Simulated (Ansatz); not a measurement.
Start from `[SeH][SnH3]` and change one element to get `[SH][SnH3]`.

Ansatz, PBE0-D4/def2-TZVP geometries, multiplicity 1. 

Elements past krypton have def2 core potentials. Scalar relativity is left out up to krypton.

```
                                        property  `[SeH][SnH3]`
             HOMO–LUMO gap (PBE/def2-TZVPP) / eV           4.19
  size of the dipole moment (PBE/def2-TZVPP) / D           1.19
           LUMO energy (ωB97M-V/def2-TZVPP) / eV           0.83
             LUMO energy (B3LYP/def2-TZVPP) / eV          -1.06
               LUMO energy (PBE/def2-TZVPP) / eV          -1.60
size of the dipole moment (B3LYP/def2-TZVPP) / D           1.25
```

Question: Give the same properties after the change, and the shifts. (Best estimate.)

Answer: Computed: 
```csv
property,`[SH][SnH3]`,shift
HOMO–LUMO gap (PBE/def2-TZVPP) / eV,4.63,0.44
size of the dipole moment (PBE/def2-TZVPP) / D,1.41,0.22
LUMO energy (ωB97M-V/def2-TZVPP) / eV,0.99,0.16
LUMO energy (B3LYP/def2-TZVPP) / eV,-0.86,0.20
LUMO energy (PBE/def2-TZVPP) / eV,-1.42,0.18
size of the dipole moment (B3LYP/def2-TZVPP) / D,1.46,0.21
```

With PBE0 the HOMO falls by 0.34 eV and the LUMO rises by 0.20 eV, so the gap widens by about 0.54 eV. PBE moves the HOMO by -0.25 eV and ωB97M-V by -0.37 eV. Dipoles are sizes alone; their direction can turn.

B3LYP here is the variant with VWN-RPA as its local correlation; programs differ in this.

Spin–orbit coupling is left out; it splits and shifts lone-pair levels of the heavy atoms by tenths of an eV.
